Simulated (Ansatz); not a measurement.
Abridged output of a molecular run in Ansatz:

```
Functional definition: HF
3137 factors; integrals over basis functions are off by at most 1.1e-3 eV
mean field evaluation 1: about -66440.2108 eV, gradient 5.9e1 eV
mean field evaluation 2: about -66440.6289 eV, gradient 5.9e1 eV
mean field evaluation 4: about -66449.0937 eV, gradient 7.6e0 eV
mean field evaluation 8: about -66449.2469 eV, gradient 4.2e-1 eV
mean field -66449.24733175 eV, -2441.9647985244 hartree, gradient 1.5e-6 eV, S^2 0.000000; 0 other end points of the search recorded, 0 dependent functions left out
17 core orbitals not correlated: weight in the atoms' cores, before any rotation towards them, 1.000 or more for the frozen orbitals, at most 0.000 for the correlated occupied ones
reference -66449.24733175 eV, -2441.9647985244 hartree; 33, 33 occupied and 484, 484 virtual orbitals, 3137 factors
second order -48.31954935 eV of doubles, -0.00000000 eV of singles
cycle   1  -48.93828879 eV  change   -6.2e-1 eV  update   1.5e-1
cycle   2  -50.14164281 eV  change    -1.2e0 eV  update   4.1e-2
cycle   3  -50.37236370 eV  change   -2.3e-1 eV  update   2.0e-2
cycle   4  -50.35823335 eV  change    1.4e-2 eV  update   4.5e-3
cycle   5  -50.35738760 eV  change    8.5e-4 eV  update   2.2e-3
cycle   6  -50.35840829 eV  change   -1.0e-3 eV  update   6.8e-4
cycle   7  -50.35808248 eV  change    3.3e-4 eV  update   3.0e-4
cycle   8  -50.35800586 eV  change    7.7e-5 eV  update   9.4e-5
cycle   9  -50.35803103 eV  change   -2.5e-5 eV  update   3.5e-5
perturbative correction -1.99606963 eV, -0.0733542058 hartree
Total energy: -66501.60143241 eV, -2443.8887762365 hartree
```

Its atoms:

```xyz
26

C     2.359   -0.448    2.288
O     1.277    0.106    1.588
Ge   -0.037   -0.989    1.036
C    -1.205   -1.420    2.528
N    -1.031   -0.130   -0.219
C    -0.496    0.586   -1.379
C     0.666   -0.208   -1.961
C    -1.609    0.693   -2.416
C    -0.016    1.984   -0.988
H     2.081   -0.763    3.303
H     2.790   -1.318    1.772
H     3.141    0.311    2.376
H     0.683   -2.223    0.452
H    -0.639   -1.914    3.319
H    -2.006   -2.086    2.205
H    -1.642   -0.506    2.934
H    -1.820    0.360    0.180
H     1.501   -0.259   -1.256
H     0.356   -1.225   -2.210
H     1.032    0.274   -2.870
H    -2.467    1.234   -2.005
H    -1.948   -0.301   -2.716
H    -1.269    1.232   -3.304
H    -0.844    2.570   -0.577
H     0.765    1.917   -0.228
H     0.378    2.524   -1.854
```

**Question.** Which basis set was used?
A. def2-TZVPP
B. def2-TZVPPD
C. def2-SVPD
D. def2-SVP

**Answer.** A. It gives 534 functions.

**Question.** Write the keys of the input that set method, charge and spin (a neutral closed shell needs none for the last two).

**Answer.** 
```yaml
correlation: {method: ccsd_t}
```
